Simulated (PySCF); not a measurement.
`InChI=1S/C9H16Se/c1-10-9-7-5-3-2-4-6-8-9/h7H,2-6,8H2,1H3/b9-7-`

Molfile (atoms numbered from 1):
```
C9H16Se
     RDKit          3D

 26 26  0  0  0  0  0  0  0  0999 V2000
    3.3350   -0.8193   -0.6132 C   0  0  0  0  0  0  0  0  0  0  0  0
    1.7647    0.3225   -0.7100 Se  0  0  0  0  0  2  0  0  0  0  0  0
    0.9671   -0.1921    0.9581 C   0  0  0  0  0  0  0  0  0  0  0  0
    0.3164    0.7004    1.7219 C   0  0  0  0  0  0  0  0  0  0  0  0
   -0.2475    1.9810    1.2290 C   0  0  0  0  0  0  0  0  0  0  0  0
   -1.6787    1.6388    0.7477 C   0  0  0  0  0  0  0  0  0  0  0  0
   -1.8167    0.3752   -0.1197 C   0  0  0  0  0  0  0  0  0  0  0  0
   -1.8056   -1.0095    0.5861 C   0  0  0  0  0  0  0  0  0  0  0  0
   -0.6146   -1.9534    0.3478 C   0  0  0  0  0  0  0  0  0  0  0  0
    0.6653   -1.6448    1.1543 C   0  0  0  0  0  0  0  0  0  0  0  0
    3.9792   -0.5263   -1.4533 H   0  0  0  0  0  0  0  0  0  0  0  0
    3.0723   -1.8801   -0.7188 H   0  0  0  0  0  0  0  0  0  0  0  0
    3.8702   -0.6491    0.3300 H   0  0  0  0  0  0  0  0  0  0  0  0
   -0.1417    0.3044    2.6386 H   0  0  0  0  0  0  0  0  0  0  0  0
   -0.2948    2.7666    2.0002 H   0  0  0  0  0  0  0  0  0  0  0  0
    0.3527    2.3715    0.3898 H   0  0  0  0  0  0  0  0  0  0  0  0
   -2.0770    2.5028    0.1891 H   0  0  0  0  0  0  0  0  0  0  0  0
   -2.3314    1.5280    1.6321 H   0  0  0  0  0  0  0  0  0  0  0  0
   -1.0556    0.3890   -0.9190 H   0  0  0  0  0  0  0  0  0  0  0  0
   -2.7799    0.4697   -0.6470 H   0  0  0  0  0  0  0  0  0  0  0  0
   -1.9535   -0.8748    1.6723 H   0  0  0  0  0  0  0  0  0  0  0  0
   -2.7002   -1.5579    0.2485 H   0  0  0  0  0  0  0  0  0  0  0  0
   -0.9284   -2.9853    0.5803 H   0  0  0  0  0  0  0  0  0  0  0  0
   -0.3621   -1.9443   -0.7263 H   0  0  0  0  0  0  0  0  0  0  0  0
    0.4794   -1.8321    2.2260 H   0  0  0  0  0  0  0  0  0  0  0  0
    1.4767   -2.3216    0.8442 H   0  0  0  0  0  0  0  0  0  0  0  0
  1  2  1  0
  2  3  1  0
  3  4  2  0
  4  5  1  0
  5  6  1  0
  6  7  1  0
  7  8  1  0
  8  9  1  0
  9 10  1  0
 10  3  1  0
  1 11  1  0
  1 12  1  0
  1 13  1  0
  4 14  1  0
  5 15  1  0
  5 16  1  0
  6 17  1  0
  6 18  1  0
  7 19  1  0
  7 20  1  0
  8 21  1  0
  8 22  1  0
  9 23  1  0
  9 24  1  0
 10 25  1  0
 10 26  1  0
M  END
```

Method used: TDDFT CAM-B3LYP/def2-SVP circular dichroism and optical rotation, one conformer, gas phase in PySCF 2.14.0. Geometry: PBE0-D3(BJ)/def2-SVP.

The calculation is non-relativistic, which matters for the atoms heavier than Zn. States above about 6.9 eV (minus the energy of the highest occupied orbital) lie near or above the ionisation threshold and depend on the basis. No stereocentre is labelled: unless the shape is locked (an allene, a helicene, a hindered biaryl), the mirror image is equally populated and a measured rotation or CD is zero. Singlets 10 and 11 lie within 0.01 eV of each other, so their separate moments and overlaps can depend on how they mix.

Q: Draw the ECD and absorption spectra from the lowest 12 states, each a Gaussian of half-width 0.25 eV at 1/e height.

A: 
| E (eV) | λ (nm) | Δε (L mol⁻¹ cm⁻¹) | ε (L mol⁻¹ cm⁻¹) |
| --- | --- | --- | --- |
| 4.38 | 283 | +0.14 | 49.1 |
| 4.53 | 274 | +1.05 | 378 |
| 4.68 | 265 | +3.93 | 1410 |
| 4.83 | 257 | +7.17 | 2580 |
| 4.98 | 249 | +6.31 | 2320 |
| 5.13 | 242 | +2.32 | 1290 |
| 5.28 | 235 | -1.27 | 1520 |
| 5.43 | 228 | -3.87 | 2800 |
| 5.58 | 222 | -4.05 | 2870 |
| 5.73 | 216 | -2.10 | 1450 |
| 5.88 | 211 | -1.51 | 495 |
| 6.03 | 206 | -8.11 | 1250 |
| 6.18 | 201 | -31.57 | 5010 |
| 6.33 | 196 | -60.63 | 10100 |
| 6.48 | 191 | -57.15 | 10000 |
| 6.63 | 187 | -26.99 | 4970 |
| 6.78 | 183 | -7.53 | 1820 |
| 6.93 | 179 | +1.77 | 2170 |
| 7.08 | 175 | +20.66 | 3840 |
| 7.23 | 171 | +51.77 | 5470 |
| 7.38 | 168 | +67.12 | 6600 |
| 7.53 | 165 | +38.17 | 5780 |
| 7.68 | 161 | -7.99 | 3710 |
| 7.83 | 158 | -36.79 | 3280 |

Δε uses R in velocity form, ε uses f in length form. Only the states computed contribute, so the short-wavelength end is incomplete.
